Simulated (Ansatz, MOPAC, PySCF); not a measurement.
Species: C4H2BrSe (charge 0, doublet). SMILES: Brc1c[c][se]c1
Geometry: optimised at B3LYP-D3(BJ)/def2-TZVP (Ansatz, an electronic-structure program).

Unscaled harmonic wavenumbers (cm⁻¹) in rising order, each level at the stationary point that it reaches from this structure (no distance between atoms moves by over 0.3 Å); the order of modes can differ between levels, and a negative number is imaginary. B3LYP-D3(BJ)/def2-TZVP (PySCF, at the structure above): 162, 218, 277, 328, 510, 556, 650, 703, 764, 809, 849, 1055, 1173, 1278, 1448, 1551, 3218, 3255.

AM1 (MOPAC): 153, 217, 286, 344, 520, 542, 633, 754, 821, 876, 892, 1106, 1180, 1373, 1538, 1666, 3233, 3260. Zero-point energy 27.7 against 26.9 kcal/mol; where all levels lie over 400 cm⁻¹, the wavenumbers are on average 1.037 times those of B3LYP-D3(BJ)/def2-TZVP.

PM3 (MOPAC): 140, 186, 263, 320, 487, 492, 618, 720, 787, 845, 859, 1013, 1063, 1396, 1527, 1673, 3108, 3169. Zero-point energy 26.7 against 26.9 kcal/mol; where all levels lie over 400 cm⁻¹, the wavenumbers are on average 0.995 times those of B3LYP-D3(BJ)/def2-TZVP.

B3LYP/6-31G* with LANL2DZ past Ar (Ansatz): 158, 206, 260, 321, 486, 539, 603, 698, 729, 799, 821, 1055, 1178, 1278, 1488, 1580, 3246, 3293. Zero-point energy 26.8 against 26.9 kcal/mol; where all levels lie over 400 cm⁻¹, the wavenumbers are on average 0.987 times those of B3LYP-D3(BJ)/def2-TZVP.
